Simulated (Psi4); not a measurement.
H2BrClO2Sn, singlet, geometry from GFN2-xTB (such geometries of metal compounds can be far from the true shape) (core potentials on Sn); Psi4 with PBE0/def2-QZVPP.

The Psi4 input:
```
memory 2 GB

molecule {
0 1
O    -0.94284700   -1.64378813    1.16364544
Sn    0.21875960   -0.37711841    0.28230839
O     1.55688813   -1.50735638   -0.58770729
Cl    1.18275011    1.01450718    1.80211558
Br   -1.07153576    0.86982438   -1.40794675
H    -0.71386535   -2.55828114    0.98384166
H     2.26055564   -1.06711755   -1.06459496
}

set {
  basis def2-qzvpp
}

energy('pbe0')
print_variables()
```

Output, abridged:

```
   => Loading Basis Set <=

    Name: DEF2-QZVPP
    Role: ORBITAL
    Keyword: BASIS

    !!!  WARNING: ECP capability is in beta. Please check occupations closely.  !!!

         ---------------------------------------------------------
                                   SCF
               by Justin Turney, Rob Parrish, Andy Simmonett
                          and Daniel G. A. Smith
                              RKS Reference
         ---------------------------------------------------------

  ==> Geometry <==

    Molecular point group: c1
    Full point group: C1

    Geometry (in Angstrom), charge = 0, multiplicity = 1:

       Center              X                  Y                   Z               Mass
    ------------   -----------------  -----------------  -----------------  -----------------
         O           -0.921956681338    -1.661891029419     1.182745166762    15.994914619570
         SN           0.239649918662    -0.395221309419     0.301408116762   119.902201630000
         O            1.577778448662    -1.525459279419    -0.568607563238    15.994914619570
         CL           1.203640428662     0.996404280581     1.821215306762    34.968852682000
         BR          -1.050645441338     0.851721480581    -1.388847023238    78.918337600000
         H           -0.692975031338    -2.576384039419     1.002941386762     1.007825032230
         H            2.281445958662    -1.085220449419    -1.045495233238     1.007825032230

  Running in c1 symmetry.

  Rotational constants: A =      0.06597  B =      0.03127  C =      0.02674 [cm^-1]
  Rotational constants: A =   1977.73553  B =    937.41336  C =    801.64887 [MHz]
  Nuclear repulsion =  597.288725559305135

  Charge       = 0
  Multiplicity = 1
  Electrons    = 92
  Nalpha       = 46
  Nbeta        = 46

  ==> Algorithm <==

  SCF Algorithm Type is DF.
  DIIS enabled.
  MOM disabled.
  Fractional occupation disabled.
  Guess Type is SAD.
  Energy threshold   = 1.00e-06
  Density threshold  = 1.00e-06
  Integral threshold = 1.00e-12

  ==> Primary Basis <==

  Basis Set: DEF2-QZVPP
    Blend: DEF2-QZVPP
    Number of shells: 125
    Number of basis functions: 415
    Number of Cartesian functions: 515
    Spherical Harmonics?: true
    Max angular momentum: 4

  Core potential: DEF2-QZVPP
    Number of shells: 4
    Number of ECP primitives: 18
    Number of ECP core electrons: 28
    Max angular momentum: 3

  ==> DFT Potential <==

   => LibXC <=

    Version 7.1.2
    S. Lehtola, C. Steigemann, M. J. T. Oliveira, and M. A. L. Marques,  SoftwareX 7, 1–5 (2018) (10.1016/j.softx.2017.11.002)

   => Composite Functional: PBE0 <=

    PBE0 Hyb-GGA Exchange-Correlation Functional

    C. Adamo and V. Barone,  J. Chem. Phys. 110, 6158 (1999) (10.1063/1.478522)
    M. Ernzerhof and G. E. Scuseria,  J. Chem. Phys. 110, 5029 (1999) (10.1063/1.478401)

    Deriv               =              1
    GGA                 =           TRUE
    Meta                =          FALSE

    Exchange Hybrid     =           TRUE
    MP2 Hybrid          =          FALSE

   => Exchange Functionals <=

    0.7500   Perdew, Burke & Ernzerhof

   => Exact (HF) Exchange <=

    0.2500               HF

   => Correlation Functionals <=

    1.0000   Perdew, Burke & Ernzerhof

   => LibXC Density Thresholds  <==

    XC_HYB_GGA_XC_PBEH:  1.00E-15

   => Molecular Quadrature <=

    Radial Scheme          =       TREUTLER
    Pruning Scheme         =           NONE
    Nuclear Scheme         =       TREUTLER

    Blocking Scheme        =         OCTREE
    BS radius alpha        =              1
    Pruning alpha          =              1
    Radial Points          =             75
    Spherical Points       =            302
    Total Points           =         152005
    Total Blocks           =           1213
    Max Points             =            256
    Max Functions          =            350
    Weights Tolerance      =       1.00E-15

   => Loading Basis Set <=

    Name: (DEF2-QZVPP AUX)
    Role: JKFIT
    Keyword: DF_BASIS_SCF

  ==> Integral Setup <==

  SCF_SUBTYPE=INCORE selected. In-core MEM_DF algorithm will be used.
  Using in-core AOs.

  ==> MemDFJK: Density-Fitted J/K Matrices <==

    J tasked:                   Yes
    K tasked:                   Yes
    wK tasked:                   No
    Algorithm:                 Core
    Schwarz Cutoff:           1E-12
    Mask sparsity (%):      14.2639
    Fitting Condition:        1E-10

   => Auxiliary Basis Set <=

  Basis Set: (DEF2-QZVPP AUX)
    Blend: DEF2-UNIVERSAL-JKFIT
    Number of shells: 206
    Number of basis functions: 802
    Number of Cartesian functions: 1061
    Spherical Harmonics?: true
    Max angular momentum: 5

  Minimum eigenvalue in the overlap matrix is 2.4264646634E-04.
  Reciprocal condition number of the overlap matrix is 3.4529308362E-05.
    Using symmetric orthogonalization.

  ==> Pre-Iterations <==

  SCF Guess: Superposition of Atomic Densities via on-the-fly atomic UHF (no occupation information).

   -------------------------
    Irrep   Nso     Nmo
   -------------------------
     A        415     415
   -------------------------
    Total     415     415
   -------------------------

  ==> Iterations <==

                           Total Energy        Delta E     RMS |[F,P]|

   @DF-RKS iter SAD: -3396.67518814956338   -3.39668e+03   0.00000e+00
   @DF-RKS iter   1: -3398.96236764145533   -2.28718e+00   5.97120e-03 DIIS/ADIIS
   @DF-RKS iter   2: -3397.67125250411800    1.29112e+00   7.21206e-03 DIIS/ADIIS
   @DF-RKS iter   3: -3399.82203620484006   -2.15078e+00   1.78226e-03 DIIS/ADIIS
   @DF-RKS iter   4: -3400.00178026936919   -1.79744e-01   2.23008e-04 DIIS/ADIIS
   @DF-RKS iter   5: -3400.00361746922817   -1.83720e-03   6.70840e-05 DIIS
   @DF-RKS iter   6: -3400.00386654401382   -2.49075e-04   3.42739e-05 DIIS
   @DF-RKS iter   7: -3400.00393612874677   -6.95847e-05   1.18322e-05 DIIS
   @DF-RKS iter   8: -3400.00394425658305   -8.12784e-06   2.48290e-06 DIIS
   @DF-RKS iter   9: -3400.00394463318617   -3.76603e-07   7.80725e-07 DIIS
  Energy and wave function converged.

  ==> Post-Iterations <==

   Electrons on quadrature grid:
      Ntotal   =   91.9999628642 ; deviation = -3.714e-05

    Orbital Energies [Eh]
    ---------------------

    Doubly Occupied:

[...]
      46A     -0.329289

    Virtual:

[...]
    Final Occupation by Irrep:
              A
    DOCC [    46 ]
    NA   [    46 ]
    NB   [    46 ]

  @DF-RKS Final Energy: -3400.00394463318617

   => Energetics <=

    Nuclear Repulsion Energy =            597.2887255593051350
    One-Electron Energy =               -5994.9516347752551155
    Two-Electron Energy =                2114.9003528663820362
    DFT Exchange-Correlation Energy =    -117.2413882836179084
    Empirical Dispersion Energy =           0.0000000000000000
    VV10 Nonlocal Energy =                  0.0000000000000000
    Total Energy =                      -3400.0039446331861654

Computation Completed

Properties will be evaluated at   0.000000,   0.000000,   0.000000 [a0]

Properties computed using the SCF density matrix

 Multipole Moments:

 ------------------------------------------------------------------------------------
     Multipole            Electronic (a.u.)      Nuclear  (a.u.)        Total (a.u.)
 ------------------------------------------------------------------------------------

 L = 1.  Multiply by 2.5417464519 to convert [e a0] to [Debye]
 Dipole X            :          8.4216724           -7.9431990            0.4784734
 Dipole Y            :        -17.0013228           16.8069385           -0.1943843
 Dipole Z            :         11.2722619          -11.6170159           -0.3447539
 Magnitude           :                                                    0.6209487

 ------------------------------------------------------------------------------------

  Variable Map:
  ----------------------------------------------------------------------------
[...]
  Array Variable Map:
  ----------------------------------------------------------------------------
[...]
[...]
```
